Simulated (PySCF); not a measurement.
Species: C5H5FN2.
Z-matrix (Å and degrees, GFN2-xTB geometry), rows numbered from 1:
```
F 
C   1  1.3481
C   2  1.3295  1  122.79
C   3  1.4383  2  126.96  1     0.02
C   4  1.3891  3  129.36  2   179.96
C   5  1.3969  4  104.89  3  -179.97
N   6  1.3216  5  110.99  4    -0.02
N   7  1.3233  6  105.99  5    -0.00
H   2  1.0781  1  111.80  3  -179.97
H   3  1.0787  2  117.38  1  -179.99
H   5  1.0705  4  127.19  3    -0.02
H   6  1.0715  5  128.65  4   179.98
H   8  1.0079  4  127.23  3    -0.00
```

The closed-shell ground state was solved at several levels (PySCF, density fitting, gas phase, non-relativistic).

| level | basis functions | total energy (Eh) | HOMO (eV) | LUMO (eV) | gap (eV) | dipole (D) |
| --- | --- | --- | --- | --- | --- | --- |
| PBE0/pcSseg-1 | 161 | -402.3561 | -6.63 | -0.93 | 5.70 | 2.95 |
| PBE0/def2-SVPD | 203 | -402.1286 | -6.68 | -1.01 | 5.67 | 2.88 |

**Question.** Estimate the row for B3LYP/def2-SVPD, a basis of 203 functions; the other rows only guide the guess.

**Answer.** Total energy -402.5718 Eh, HOMO -6.48 eV, LUMO -1.22 eV, gap 5.26 eV, dipole 2.88 D.

**Question.** Over all these levels, which gives the widest orbital gap and which the narrowest?

**Answer.** PBE0/pcSseg-1 (global hybrid, 25 % exact exchange) has the widest, 5.70 eV, and B3LYP/def2-SVPD (global hybrid, 20 % exact exchange) the narrowest, 5.26 eV. Functional and basis both differ between the two, so the spread mixes both effects.

**Question.** How far do the dipole and the HOMO energy spread over the levels?

**Answer.** The dipole runs from 2.88 to 2.95 D (mean 2.90 D) and the HOMO from -6.68 to -6.48 eV.

One conformer stands for the species.
